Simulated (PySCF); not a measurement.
**Pr⁺ (praseodymium, charge +1): UHF calculation**

Configuration: [Xe] 4f3 5d1, one real determinant (an excited configuration). All numbers are calculated (PySCF 2.14, scalar relativity by spin-free X2C-1e, in x2c-TZVPPall with one added diffuse shell each of s, p, d, f type (12s8p8d5f2g, 129 functions)).

| Property | Result |
| --- | --- |
| Total energy | -9232.827240 hartree |
| One-electron energy | -12600.1237 hartree |
| Hartree (Coulomb) energy | 3582.7083 hartree |
| Exchange energy | -215.4119 hartree |
| ⟨S²⟩ | 6.0056 |
| ⟨L²⟩ | 40.047 |
| Sum of ⟨r⟩ | 38.09 bohr |
| Sum of ⟨r²⟩ | 54.62 bohr² |
| Traceless quadrupole moment −½Σ⟨3z² − r²⟩ along its main axis | -2.76 e·bohr² |
| Langevin diamagnetic susceptibility | -43.3 ×10⁻⁶ cm³/mol |

```
shell  electrons  mean orbital energy (hartree)  spread (hartree)  rms radius, mean of both spins (bohr)
 1s α          1                    -1550.60117                 0                                 0.0275
 1s β          1                    -1550.60111                 0                                 0.0275
 2s α          1                     -253.63195                 0                                  0.111
 2s β          1                     -253.63038                 0                                  0.111
 2p α          3                     -226.96098           0.00128                                 0.0998
 2p β          3                     -226.95952           0.00306                                 0.0998
 3s α          1                      -56.55042                 0                                  0.290
 3s β          1                      -56.50479                 0                                  0.290
 3p α          3                      -47.88894           0.00698                                  0.290
 3p β          3                      -47.83715           0.01162                                  0.290
 3d α          5                      -35.59504           0.01605                                  0.268
 3d β          5                      -35.53832           0.01410                                  0.268
 4s α          1                      -12.14415                 0                                  0.661
 4s β          1                      -11.99991                 0                                  0.661
 4p α          3                       -9.21776           0.00758                                  0.702
 4p β          3                       -9.05483           0.02349                                  0.702
 4d α          5                       -4.90080           0.06624                                  0.785
 4d β          5                       -4.68201           0.03687                                  0.785
 5s α          1                       -1.96314                 0                                   1.64
 5s β          1                       -1.87504                 0                                   1.64
 5p α          3                       -1.17471           0.01471                                   1.91
 5p β          3                       -1.08663           0.03748                                   1.91
 4f α          3                       -0.51990           0.01367                                   1.26
 5d α          1                       -0.34670                 0                                   3.32
```

⟨L²⟩ = 40.05 against 72 for a pure L term, so this real determinant mixes terms. Spin-orbit coupling, absent here, splits the open shell strongly.

Densities and radii are taken from the X2C orbitals without a picture-change correction, which distorts them close to the nucleus.

Spin-orbit constants ζ (cm⁻¹) from the X2C one-electron operator on these orbitals: bare nucleus, nucleus screened by l(l+1)(2l+1)/3 electrons, and screened by the Breit-Pauli mean field of the electrons.

| shell | bare | screened nucleus | mean field |
| --- | --- | --- | --- |
| 2p | 2528000 | 2442000 | n/a |
| 3p | 506400 | 489200 | n/a |
| 3d | 78520 | 65210 | n/a |
| 4p | 106700 | 103100 | n/a |
| 4d | 13520 | 11230 | n/a |
| 4f | 1538 | 808.0 | n/a |
| 5p | 13480 | 13020 | n/a |
| 5d | 649.5 | 539.4 | n/a |

To first order the Landé constant is A = 185.2 cm⁻¹, so the lowest level has J = 6 and lies 0.413 eV below the centre of the term. This holds in LS coupling only.
